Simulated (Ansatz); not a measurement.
`[SiH3][O][In]([SH])[Br]` and `[F][In]([SH])[O][SiH3]` differ in one atom or group.

Ansatz, PBE0-D4/def2-TZVP geometries, multiplicity 1. Each molecule was computed in one conformer, which needn't be the lowest.

Elements past krypton have def2 core potentials. Scalar relativity is left out up to krypton.

```
                                        property  `[SiH3][O][In]([SH])[Br]`
             HOMO–LUMO gap (PBE/def2-TZVPP) / eV                       3.68
              HOMO energy (PBE0/def2-TZVPP) / eV                      -8.17
           HOMO–LUMO gap (B3LYP/def2-TZVPP) / eV                       5.25
               LUMO energy (PBE/def2-TZVPP) / eV                      -3.23
              LUMO energy (PBE0/def2-TZVPP) / eV                      -2.37
size of the dipole moment (B3LYP/def2-TZVPP) / D                       1.37
```

(1) What does the change do to each property? (Estimate.)

Answers

(1) The calculation gave: 
```csv
property,`[F][In]([SH])[O][SiH3]`,shift
HOMO–LUMO gap (PBE/def2-TZVPP) / eV,3.75,0.07
HOMO energy (PBE0/def2-TZVPP) / eV,-8.34,-0.17
HOMO–LUMO gap (B3LYP/def2-TZVPP) / eV,5.38,0.13
LUMO energy (PBE/def2-TZVPP) / eV,-3.29,-0.06
LUMO energy (PBE0/def2-TZVPP) / eV,-2.39,-0.02
size of the dipole moment (B3LYP/def2-TZVPP) / D,2.02,0.65
```

Dipoles are sizes alone; their direction can turn.

B3LYP here is the variant with VWN-RPA as its local correlation; programs differ in this.

Spin–orbit coupling is left out; it splits and shifts lone-pair levels of the heavy atoms by tenths of an eV.
